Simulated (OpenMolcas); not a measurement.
3d² along the 20-electron sequence

- Program: OpenMolcas
- Method: CASSCF
- Basis: ANO-RCC-VQZP
- Scalar Hamiltonian: DKH2, point nucleus
- Spin-orbit coupling: RASSI with atomic mean-field integrals over the reference wave functions, term energies averaged over their components

Active space for each ion: 2 electrons in 10 orbitals (3d 4d).

Computed levels in cm-1 above ³F₂:

```
                               Level   Cr4+   Mn5+   Co7+
                                 ³F₃    505    730   1431
                                 ³F₄   1152   1658   3205
                                 ¹D₂  16103  18539  23188
                                 ³P₀  18918  21580  26573
                                 ³P₁  19093  21837  27096
                                 ³P₂  19478  22416  28328
                                 ¹G₄  24697  28375  35362
                                 ¹S₀  59084  67911  83959
weight of ³F in the lowest level (%)    100    100    100
```

Measured, with the error of the calculation in %. Measured levels: Cr4+ from Sugar and Corliss, J. Phys. Chem. Ref. Data 6, 317 (1977); Mn5+ from Corliss and Sugar, J. Phys. Chem. Ref. Data 6, 1253 (1977); Co7+ from Sugar and Corliss, J. Phys. Chem. Ref. Data 10, 1097 (1981).

```
Level           Cr4+           Mn5+           Co7+
  ³F₃     508 (-0.7)     746 (-2.1)    1430 (+0.1)
  ³F₄    1142 (+0.9)    1669 (-0.7)    3144 (+1.9)
  ¹D₂  13188 (+22.1)  15336 (+20.9)  19624 (+18.2)
  ³P₀  15492 (+22.1)  17782 (+21.4)  22304 (+19.1)
  ³P₁  15677 (+21.8)  18057 (+20.9)  22839 (+18.6)
  ³P₂  16041 (+21.4)  18628 (+20.3)  24055 (+17.8)
  ¹G₄  22019 (+12.2)  25511 (+11.2)   32360 (+9.3)
  ¹S₀  51146 (+15.5)                 74247 (+13.1)
```

The fine-structure level ³F₄ changes by a factor of 2.78 from Cr4+ to Co7+. Its fourth root runs 5.83, 6.38, 7.52, with steps per unit of Z of 0.56, 0.57; equal steps would mean a (Z - σ)^4 law with constant σ.

¹D₂ changes by a factor of 1.44 over the same range, with steps per unit of Z of +2440, +2320 cm-1.

Without dynamic correlation excited terms often stand tens of per cent too high (terms of higher spin than the ground term too low), and those without a measured partner can miss by more than the paired ones. Active for correlation alone: 4d; no level in the range computed is led by a configuration that fills it, so any true level of that kind is missing. Computed and measured levels are paired by configuration, term and J; levels that our copy of the source lacks, or whose pairing is in doubt (as where it misses far off the trend of its configuration), stay unpaired and out of the deviations. Only configurations of the active space appear.
